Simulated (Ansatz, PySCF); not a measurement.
W(O)(Cl)4 anion (Cl₄OW), SMILES [O]=[W]([Cl])([Cl])([Cl])[Cl] (connectivity only; charge and spin as stated), charge -1, multiplicity 2. Atoms are numbered in the order given.

```xyz
6

W      0.0000     0.0000     0.1692
O      0.0000     0.0000     1.8618
Cl     2.2978     0.0000    -0.4664
Cl    -2.2978     0.0000    -0.4664
Cl     0.0000    -2.2989    -0.4631
Cl     0.0000     2.2989    -0.4631
```
Charge -1, spin multiplicity 2.

Coordinates come from a r2SCAN-D4/def2-SVPD optimisation. The spin state was assumed, not searched. The isomer is the one that the SMILES or the coordinates give; other isomers of the formula were not compared. The def2 effective core potentials stand for the cores of W; spin–orbit coupling is left out.

Two levels are set side by side: PBE-D3(BJ)/def2-SVPD (Ansatz, a first-principles code) and r2SCAN-D4/def2-SVPD (Ansatz). Each level has its own optimised geometry; the coordinates shown are those of the second. Frequencies come from the Hessian of PySCF at each geometry. Differences are taken from unrounded values.

```json
[
 {"quantity": "mean bond length (Å)", "r2SCAN-D4": "2.246", "PBE-D3(BJ)": "2.253", "PBE-D3(BJ) minus r2SCAN-D4": "0.007"},
 {"quantity": "bond W1–O2 (Å)", "r2SCAN-D4": "1.693", "PBE-D3(BJ)": "1.703", "PBE-D3(BJ) minus r2SCAN-D4": "0.011"},
 {"quantity": "bond W1–Cl3 (Å)", "r2SCAN-D4": "2.384", "PBE-D3(BJ)": "2.390", "PBE-D3(BJ) minus r2SCAN-D4": "0.006"},
 {"quantity": "bond W1–Cl4 (Å)", "r2SCAN-D4": "2.384", "PBE-D3(BJ)": "2.390", "PBE-D3(BJ) minus r2SCAN-D4": "0.006"},
 {"quantity": "bond W1–Cl5 (Å)", "r2SCAN-D4": "2.384", "PBE-D3(BJ)": "2.390", "PBE-D3(BJ) minus r2SCAN-D4": "0.006"},
 {"quantity": "bond W1–Cl6 (Å)", "r2SCAN-D4": "2.384", "PBE-D3(BJ)": "2.390", "PBE-D3(BJ) minus r2SCAN-D4": "0.006"},
 {"quantity": "highest harmonic wavenumber (cm⁻¹)", "r2SCAN-D4": "1021", "PBE-D3(BJ)": "988", "PBE-D3(BJ) minus r2SCAN-D4": "-33"},
 {"quantity": "mean harmonic wavenumber (cm⁻¹)", "r2SCAN-D4": "285", "PBE-D3(BJ)": "275", "PBE-D3(BJ) minus r2SCAN-D4": "-10"},
 {"quantity": "zero-point energy (kcal/mol)", "r2SCAN-D4": "4.89", "PBE-D3(BJ)": "4.72", "PBE-D3(BJ) minus r2SCAN-D4": "-0.16"}
]
```
